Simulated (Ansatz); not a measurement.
```yaml
atoms:
  - { symbol: Be, position_ang: [2.4150, 0.0000, 0.0000] }
  - { symbol: Be, position_ang: [1.2075, 2.0915, 0.0000] }
  - { symbol: Be, position_ang: [-1.2075, 2.0915, 0.0000] }
  - { symbol: Be, position_ang: [-2.4150, 0.0000, 0.0000] }
  - { symbol: Be, position_ang: [-1.2075, -2.0915, 0.0000] }
  - { symbol: Be, position_ang: [1.2075, -2.0915, 0.0000] }
```

Basis set: 6-31G (spherical functions). All electrons are correlated. Charge 0, multiplicity 1.

Computed with Ansatz (development build ahead of 0.2.0); each method stands on the lowest determinant of its kind that the runs found. Restricted open shells among the atoms or ions are ROHF, correlated in semicanonical orbitals with singles.

Problem. Give the atomization energy at this shape (free ground-state atoms in the same class of orbitals less the molecule, no zero-point energy) of singlet Be6 by RHF-MP2, RHF.

Solution.

```json
{"method": "RHF-MP2", "atomization energy": "63.33 kcal/mol"}
{"method": "RHF", "atomization energy": "71.79 kcal/mol"}
```

Caution: stretched shape with no unrestricted run beside it, a lower state can exist. Caution for RHF-MP2: bonds are stretched, where a single reference can fail.

This basis has no polarisation functions and is too small for such energies, which can lie far from measured ones in either direction.
